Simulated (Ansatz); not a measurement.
Consider the formal exchange of groups at the Se–C bond: `O/C=C(/Cl)[SeH]` + `[CH3][SnH2][Cl]` → `[CH3][SnH2][SeH]` + `OC=C(Cl)Cl`.

Gas-phase electronic energies from Ansatz, PBE0-D4/def2-TZVP geometries. CCSD(T)/CBS adds triple-zeta CCSD(T) − MP2 to the extrapolated MP2 energy (def2 sets, frozen cores). Functionals use def2-TZVPP. def2 core potentials past Kr. For Se, Sn outer-core shells are correlated without core-valence functions, which leaves a few kJ/mol of doubt a bond. Scalar relativity is left out up to krypton. Each species was taken in one conformer, which may not be the lowest.

| level | ΔE (kJ/mol) | difference from CCSD(T)/CBS |
| --- | --- | --- |
| LDA (SPW92) | 12.2 | -15.0 |
| PBE-D4 | 20.2 | -7.0 |
| BLYP-D4 | 27.8 | 0.6 |
| r2SCAN0 | 24.9 | -2.3 |
| BHLYP | 30.7 | 3.5 |
| MP2/def2-SVP | 25.2 | -2.0 |
| CCSD(T)/def2-SVP | 24.7 | -2.5 |
| HF/def2-TZVPP | 37.6 | 10.4 |
| SCS-MP2/def2-QZVPP | 33.0 | 5.8 |
| HF/CBS(def2) | 38.5 | 11.3 |
| CCSD(T)/CBS | 27.2 | 0 |

Largest T1 diagnostic among the species: 0.012.

In def2-TZVPP, CCSD(T) changes the Hartree–Fock value by −6.6 kJ/mol (the triples alone add −1.8 kJ/mol) and MP2 by −5.8 kJ/mol. Leaving LDA and LC-ωPBE aside and taking each functional with its dispersion term where it has one, the values, not all of them listed here, spread over 14.5 kJ/mol, from PBE-D4 to B97M-V. LDA lies −7.2 kJ/mol from PBE without D4. From BLYP to BHLYP (50 % exact exchange), in def2-TZVPP and without D4, ΔE moves by +4.9 kJ/mol.
